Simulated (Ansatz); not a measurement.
`F[SiH2][SbH][SeH]` → `[F][SbH][SeH]` + `[SiH2]` at 600 K and 1 bar (silylene formation by 1,1-elimination).

Calculated with Ansatz (gas phase, PBE0-D4/def2-TZVP geometries, no zero-point term in ΔE). CCSD(T)/CBS adds triple-zeta CCSD(T) − MP2 to the extrapolated MP2 energy (def2 sets, frozen cores). This one scheme is used for every species. def2 core potentials past Kr. For Sb, Se outer-core shells are correlated without core-valence functions, which leaves a few kJ/mol of doubt a bond. Scalar relativity is left out up to krypton. Each species was taken in one conformer, which may not be the lowest.

```tsv
species	CCSD(T)/CBS energy (Eh)	H − E (kJ/mol)	S (J/(mol·K))
`F[SiH2][SbH][SeH]`	-3032.08032	153.2	477.9
`[F][SbH][SeH]`	-2741.75603	85.4	382.3
`[SiH2]`	-290.19011	52.1	233.9
```

H − E and S are ideal-gas, rigid-rotor, harmonic terms from PBE0-D4/def2-TZVP, for one conformer and one mirror image of each species. 1 Eh = 2625.50 kJ/mol, R = 8.31446 J/(mol·K).

Question: By hand: ΔE, ΔH, ΔS and ΔG.

Answer: ΔE = (-2741.75603) + (-290.19011) − (-3032.08032) = 0.13418 Eh = 352.3 kJ/mol. Δ(H − E) = 85.4 + 52.1 − 153.2 = -15.7, so ΔH = 336.6 kJ/mol. ΔS = 382.3 + 233.9 − 477.9 = 138.3 J/(mol·K). ΔG = 336.6 − 600 × (138.3)/1000 = 253.6 kJ/mol.

Question: By hand: the equilibrium constant, and the temperature at which ΔG would vanish if ΔH and ΔS stayed fixed.

Answer: log₁₀ K = −ΔG/(RT ln 10) = -22.1. ΔG = 0 at ΔH/ΔS = 2434 K.

The number of gas molecules changes by +1, which sets the sign of ΔS. A doubt of 5 kJ/mol in ΔE shifts log₁₀ K by 0.4 here. Other conformers and mirror images would add mixing entropy, several J/(mol·K) or more a flexible species. Modes under 60 cm⁻¹, often nearly free rotors, make the harmonic entropy too high. These are equilibria of isolated gas molecules and say nothing of rates. Largest T1 diagnostic: 0.014 (customary marks: 0.02 for closed shells, 0.045 for open ones).
